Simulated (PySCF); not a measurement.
# ECD: `C[Si@@H]1CC[Si@H](C)O1`, C$_{4}$H$_{12}$OSi$_{2}$

Molfile (atoms numbered from 1):
```
C4H12OSi2
     RDKit          3D

 19 19  0  0  0  0  0  0  0  0999 V2000
   -1.7466    0.8093    2.0600 C   0  0  0  0  0  0  0  0  0  0  0  0
   -1.4437    0.5125    0.2182 Si  0  0  2  0  0  4  0  0  0  0  0  0
   -0.9329   -1.2674   -0.2474 C   0  0  0  0  0  0  0  0  0  0  0  0
    0.1160   -1.1615   -1.3654 C   0  0  0  0  0  0  0  0  0  0  0  0
    1.0546    0.4872   -1.1280 Si  0  0  2  0  0  4  0  0  0  0  0  0
    2.6663    0.3331   -0.1459 C   0  0  0  0  0  0  0  0  0  0  0  0
   -0.0704    1.2873   -0.2374 O   0  0  0  0  0  0  0  0  0  0  0  0
   -0.9262    0.4504    2.6738 H   0  0  0  0  0  0  0  0  0  0  0  0
   -2.6525    0.3089    2.3835 H   0  0  0  0  0  0  0  0  0  0  0  0
   -1.8662    1.8691    2.2570 H   0  0  0  0  0  0  0  0  0  0  0  0
   -2.5200    1.0364   -0.6281 H   0  0  0  0  0  0  0  0  0  0  0  0
   -1.7637   -1.9005   -0.5574 H   0  0  0  0  0  0  0  0  0  0  0  0
   -0.4823   -1.7546    0.6202 H   0  0  0  0  0  0  0  0  0  0  0  0
    0.7547   -2.0447   -1.3830 H   0  0  0  0  0  0  0  0  0  0  0  0
   -0.3964   -1.1342   -2.3284 H   0  0  0  0  0  0  0  0  0  0  0  0
    1.1944    1.2634   -2.3597 H   0  0  0  0  0  0  0  0  0  0  0  0
    3.4398   -0.1291   -0.7500 H   0  0  0  0  0  0  0  0  0  0  0  0
    3.0260    1.3104    0.1595 H   0  0  0  0  0  0  0  0  0  0  0  0
    2.5394   -0.2665    0.7511 H   0  0  0  0  0  0  0  0  0  0  0  0
  1  2  1  0
  2  3  1  0
  3  4  1  0
  4  5  1  0
  5  6  1  0
  5  7  1  0
  7  2  1  0
  1  8  1  0
  1  9  1  0
  1 10  1  0
  2 11  1  6
  3 12  1  0
  3 13  1  0
  4 14  1  0
  4 15  1  0
  5 16  1  6
  6 17  1  0
  6 18  1  0
  6 19  1  0
M  END
```

Computed, not measured: TDDFT B3LYP/def2-SVPD circular dichroism and optical rotation, one conformer, gas phase (PySCF 2.14.0). Geometry: GFN2-xTB.

States above about 7.6 eV lie in this functional's continuum (it starts at minus the energy of the highest occupied orbital, well below the true ionisation energy for most functionals) and depend on the basis. Singlets 5 and 6 lie within 0.01 eV of each other, so their separate moments and overlaps can depend on how they mix.

Q: Assign R or S to each stereocentre.

A: Si2 R, Si5 S.

Q: Which excitations and rotatory strengths does the calculation give?

A: Rotatory strengths R in 10⁻⁴⁰ esu² cm², velocity form and length form (origin at the centre of mass); f in length form.
| state | E (eV) | λ (nm) | f | R (velocity) | R (length) | main |
| --- | --- | --- | --- | --- | --- | --- |
| 1 | 7.04 | 176 | 0.004 | -4.7 | -4.9 | HOMO→LUMO 0.87, HOMO→LUMO+2 0.09 |
| 2 | 7.27 | 170 | 0.029 | -40.5 | -39.1 | HOMO→LUMO+1 0.84, HOMO→LUMO+2 0.09 |
| 3 | 7.30 | 170 | 0.010 | +8.2 | +5.6 | HOMO→LUMO+2 0.55, HOMO−1→LUMO 0.14 |
| 4 | 7.38 | 168 | 0.019 | +27.3 | +27.6 | HOMO−1→LUMO 0.62, HOMO→LUMO+2 0.18 |
| 5 | 7.57 | 164 | 0.030 | +52.1 | +50.0 | HOMO→LUMO+3 0.46, HOMO−1→LUMO+1 0.25 |
| 6 | 7.58 | 164 | 0.048 | -73.5 | -68.6 | HOMO→LUMO+3 0.39, HOMO−1→LUMO+2 0.22 |
| 7 | 7.60 | 163 | 0.023 | -14.0 | -15.1 | HOMO−1→LUMO+1 0.43, HOMO−2→LUMO 0.36 |
| 8 | 7.65 | 162 | 0.016 | +0.8 | +1.9 | HOMO−2→LUMO 0.37, HOMO−1→LUMO+2 0.33 |
| 9 | 7.86 | 158 | 0.024 | +16.4 | +15.0 | HOMO−2→LUMO+1 0.47, HOMO−1→LUMO+3 0.20 |
| 10 | 7.87 | 157 | 0.045 | -11.7 | -10.0 | HOMO−1→LUMO+3 0.56, HOMO−2→LUMO+1 0.14 |
| 11 | 7.93 | 156 | 0.023 | -29.4 | -28.3 | HOMO−2→LUMO+2 0.35, HOMO→LUMO+4 0.20 |
| 12 | 7.95 | 156 | 0.044 | +37.2 | +35.4 | HOMO→LUMO+4 0.41, HOMO−2→LUMO+2 0.36 |

Among the states computed, the strongest CD band (largest |R|) is state 6. The largest dissymmetry factor in size, g = 4R/(D+G), with D and G the electric and magnetic dipole strengths, is +0.019 for state 5 (velocity form, f = 0.031), among bands with |R| over 0.5. The mirror image has the same energies and oscillator strengths and all R with the opposite sign.
